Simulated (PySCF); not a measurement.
Dipole response of Ti²⁺ (titanium, charge +2)

[Ar] 3d1 4s1, high-spin 3D determinant (an excited configuration). All numbers are calculated (PySCF 2.14, no relativity, point nucleus, in def2-TZVPPD (6s6p4d2f1g, 67 functions)). Coupled (time-dependent) response in atomic units; α is the mean over directions.

```
method  mean α (bohr³)         α xx, yy, zz  C₆ (like pair)  S(−4)
 B3LYP           30.66  30.12, 30.12, 31.72           148.9  871.0
```

S(−4) is the Cauchy moment in α(ω) = α(0) + S(−4) ω² + …

α(iu) at B3LYP:

```csv
u (hartree),α(iu) (bohr³)
0,30.66
0.0500,28.64
0.100,24.02
0.200,15.15
0.300,9.974
0.500,5.544
0.750,3.528
1.00,2.586
1.50,1.643
2.00,1.149
3.00,0.6491
5.00,0.2846
```

For an ion, C₆ is the dispersion term alone; charge-induced terms of lower order in 1/R come first.

The components differ because the open shell of this determinant is not spherical; for a pure term their mean is the scalar polarisability.
